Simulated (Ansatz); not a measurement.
`O=C(O)c1ccc(Cl)cc1` and `O=C(Cl)c1ccc(Cl)cc1` differ in one atom or group.

Ansatz, PBE0-D4/def2-TZVP geometries, multiplicity 1. Each molecule was computed in one conformer, which needn't be the lowest.

| property | `O=C(O)c1ccc(Cl)cc1` |
| --- | --- |
| HOMO–LUMO gap (PBE0/def2-TZVPP) / eV | 5.80 |
| HOMO–LUMO gap (B3LYP/def2-TZVPP) / eV | 5.40 |
| HOMO energy (ωB97M-V/def2-TZVPP) / eV | -9.52 |
| LUMO energy (B3LYP/def2-TZVPP) / eV | -1.89 |
| LUMO energy (PBE0/def2-TZVPP) / eV | -1.71 |
| HOMO energy (PBE0/def2-TZVPP) / eV | -7.51 |

Problem. What does the change do to each property? (An estimate is asked.)

Solution. The calculation gave: 
| property | `O=C(Cl)c1ccc(Cl)cc1` | shift |
| --- | --- | --- |
| HOMO–LUMO gap (PBE0/def2-TZVPP) / eV | 5.47 | -0.33 |
| HOMO–LUMO gap (B3LYP/def2-TZVPP) / eV | 5.08 | -0.32 |
| HOMO energy (ωB97M-V/def2-TZVPP) / eV | -9.80 | -0.28 |
| LUMO energy (B3LYP/def2-TZVPP) / eV | -2.51 | -0.62 |
| LUMO energy (PBE0/def2-TZVPP) / eV | -2.35 | -0.64 |
| HOMO energy (PBE0/def2-TZVPP) / eV | -7.82 | -0.31 |

With PBE0 the HOMO falls by 0.31 eV and the LUMO falls by 0.64 eV, so the gap narrows by about 0.33 eV. PBE moves the HOMO by -0.31 eV and ωB97M-V by -0.28 eV. The zero-point energy changes by -38.6 kJ/mol with -3 modes.

Positive LUMOs are unbound, so they and the gaps depend on the basis.

B3LYP here is the variant with VWN-RPA as its local correlation; programs differ in this.
